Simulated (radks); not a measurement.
Results of a calculation; reference values are marked as such.
Task: Excited configurations of Zr: one electron is placed in a higher orbital outside [Kr] 4d2 5s1. The ground configuration is [Kr] 4d2 5s2. Code: a radial shooting solver on a logarithmic mesh with Libxc functionals. Model: Dirac Kohn-Sham, LDA (Slater exchange, Perdew-Wang correlation), spin-unpolarised, spherical densities, point nucleus; open shells are shared between the two j in proportion to 2j + 1. Excitation = E - E(ground); binding = E(ion) - E, where the ion is the core of charge +1; n* = 1/sqrt(2 binding) in atomic units, and the quantum defect is n - n*. Eigenvalue and <r> are those of j = l + 1/2.

outer orbital  excitation (eV)  binding (eV)     n*  quantum defect  eigenvalue (eV)  <r> (bohr)
4f                       6.419         0.926  3.833           0.167           -0.432       16.94
5p                       3.112         4.233  1.793           3.207           -2.100       4.947
5d                       5.735         1.610  2.907           2.093           -0.730       10.31
5f                       6.696         0.649  4.579           0.421           -0.371       28.45
6s                       5.012         2.333  2.415           3.585           -1.373       9.329
6p                       5.631         1.714  2.818           3.182           -0.980       11.94
6d                       6.352         0.993  3.701           2.299           -0.564       19.62
6f                       6.872         0.473  5.365           0.635           -0.293       42.57
7s                       6.094         1.251  3.297           3.703           -0.779       17.67

Estimate the row for 7p.

Result: excitation (eV) 6.350; binding (eV) 0.995; n* 3.697; quantum defect 3.303; eigenvalue (eV) -0.615; <r> (bohr) 21.47. The Delta-SCF ionisation energy is 7.345 eV (NIST Atomic Spectra Database: 6.634 eV, measured). Self-interaction in the functional shifts the binding energies and quantum defects, so they are the method's values and not measured ones. Spin polarisation and multiplet splitting are left out, so open shells lie too high by an amount that depends on their filling. Sharing an open shell by 2j + 1 raises it above the true ground level by a part of the spin-orbit splitting, which enters the differences from NIST.

Beside tabulated values, note that spin-unpolarised runs miss the spin-polarisation part of the exchange energy of open shells.
